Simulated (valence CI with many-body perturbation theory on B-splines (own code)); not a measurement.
**Energy levels of Ta²⁺**

Calculated by relativistic CI+MBPT: three valence electrons over a frozen Dirac-Fock core [Xe] 4f14, a basis of 9 s, 9 p, 10 d, 8 f, 5 g, 3 h, 1 i functions for each j, with the one-electron correlation potential Σ1 (screened to all orders), the two-electron term Σ2, the three-electron term Σ3, Breit, model QED; selected single and double excitations, second order for the rest, scaled by the run's own slope (own B-spline code, finite nucleus).

No measured spectrum was set against this ion. As an estimate, terms of the open shell hold to 2 to 4 % of their energy, and close levels can change places; different configurations can be misplaced against each other by 1,000 to 8,000 cm⁻¹. Core correlation moves these levels by up to 14000 cm⁻¹, and in measured spectra 5 to 20 % of such shifts remained as error; rates that hang on mixing are uncertain with them.

Levels 1 to 45 of 69, with energies above the lowest level, 5d3 4F_3/2. "Leading %" is the weight of the configuration and term that name the level; weights of strongly mixed levels are sums over their largest components and can fall short. Lifetimes count E1, E2, E3, M1 and M2 decay at the calculated energies, and are blank where another channel may lead or the interval is too uncertain; long ones can be off by a factor of two.

```
No.  Configuration  Term     J  E (eV)  Leading %      g  Lifetime  Second component
  1            5d3    4F   3/2  0.0000         87  0.456                  9 % 5d3 2D
  2            5d3    4F   5/2  0.2995         96  1.035    1.81 s                  
  3            5d3    4F   7/2  0.5883         93  1.218    2.01 s        5 % 5d3 2G
  4         5d2 6s    4F   3/2  0.8292         41  0.812    1.63 s       19 % 5d3 2P
  5            5d3    4F   9/2  0.8340         79  1.283    5.49 s       18 % 5d3 2G
  6         5d2 6s    4F   3/2  0.9928         50  0.885    1.30 s       24 % 5d3 2P
  7            5d3    2P   1/2   1.045         60  1.165    4.00 s       24 % 5d3 4P
  8         5d2 6s    4F   5/2   1.082         79  1.038    4.30 s     8 % 5d2 6s 2D
  9            5d3    2G   7/2   1.405         71  0.965              15 % 5d2 6s 4F
 10         5d2 6s    4F   7/2   1.492         80  1.182                 15 % 5d3 2G
 11            5d3    2H   9/2   1.556         40  1.071    400 ms       36 % 5d3 2G
 12            5d3    4P   5/2   1.615         30  1.285    493 ms       29 % 5d3 2D
 13            5d3    4P   1/2   1.628         74  2.172    511 ms       17 % 5d3 2P
 14            5d3    4P   3/2   1.643         45  1.200    234 ms       29 % 5d3 2D
 15            5d3    4P   5/2   1.844         64  1.418    831 ms     9 % 5d2 6s 2D
 16         5d2 6s    4F   9/2   1.870         92  1.307    1.02 s        5 % 5d3 2H
 17            5d3    2P   3/2   2.019         32  1.329    575 ms       30 % 5d3 4P
 18         5d2 6s    2F   5/2   2.079         53  0.957    359 ms       20 % 5d3 2F
 19            5d3    2H  11/2   2.194         99  1.091    953 ms                  
 20            5d3    2H   9/2   2.237         51  1.023    277 ms       35 % 5d3 2G
 21         5d2 6s    4P   1/2   2.341         96  2.642    490 ms                  
 22         5d2 6s    2F   7/2   2.346         48  1.135    727 ms       43 % 5d3 2F
 23         5d2 6s    4P   3/2   2.546         94  1.697    379 ms                  
 24         5d2 6s    4P   5/2   2.688         78  1.515    275 ms       16 % 5d3 2D
 25         5d2 6s    2D   3/2   3.142         48  0.840   91.7 ms       31 % 5d3 2D
 26         5d2 6s    2D   5/2   3.373         37  1.184                 21 % 5d3 2D
 27            5d3    2F   5/2   3.479         39  0.999                 26 % 5d3 2D
 28         5d2 6s    2G   7/2   3.539         69  0.944    301 ms       18 % 5d3 2F
 29         5d2 6s    2G   9/2   3.597         86  1.115    154 ms       10 % 5d3 2G
 30         5d 6s2    2D   3/2   3.774         45  0.809    114 ms       35 % 5d3 2D
 31         5d2 6s    2F   7/2   3.806         43  1.095    116 ms       35 % 5d3 2F
 32            5d3    2D   5/2   4.182         38  1.144   82.8 ms    24 % 5d 6s2 2D
 33         5d2 6s    2P   1/2   4.319         71  0.744    146 ms       21 % 5d3 2P
 34         5d2 6s    2P   3/2   4.749         68  1.291   92.7 ms       20 % 5d3 2P
 35            5d3    2D   3/2   5.232         58  0.811   48.7 ms    32 % 5d 6s2 2D
 36         5d 6s2    2D   5/2   5.534         54  1.198   41.2 ms       37 % 5d3 2D
 37         5d2 6s    2S   1/2   5.696         90  1.951   31.3 ms     4 % 5d2 6s 2P
 38         5d2 6p   4G°   5/2   6.134         59  0.705   2.83 ns   32 % 5d2 6p 2F°
 39         5d2 6p   4F°   3/2   6.614         49  0.643   1.57 ns   32 % 5d2 6p 2D°
 40         5d2 6p   4G°   7/2   6.834         80  1.015   2.24 ns   11 % 5d2 6p 2F°
 41         5d2 6p   2D°   5/2   7.011         27  1.025   1.87 ns   26 % 5d2 6p 4F°
 42         5d2 6p   4F°   5/2   7.289         46  0.951   1.52 ns   19 % 5d2 6p 4G°
 43         5d2 6p   2D°   3/2   7.394         55  0.777   1.97 ns   18 % 5d2 6p 4F°
 44         5d2 6p   4G°   9/2   7.444         69  1.180   1.84 ns   14 % 5d2 6p 4F°
 45         5d2 6p   4D°   1/2   7.552         72  0.343    809 ps   10 % 5d2 6p 2S°
```

Names give the largest LS component (configuration and term), which can be under half, so a name can repeat, a term be missing and a line seem to break the LS rules; names also repeat where a configuration has a term twice.

Where two levels of one J and parity lie close, their mixing, g and order are uncertain.

The ionisation energy to 5d2 3F_2 of the next ion comes out as 24.098 eV (NIST: 23.1 ± 1.6 eV (theoretical)). All 69 levels together are meant to be complete up to 8.935 eV.
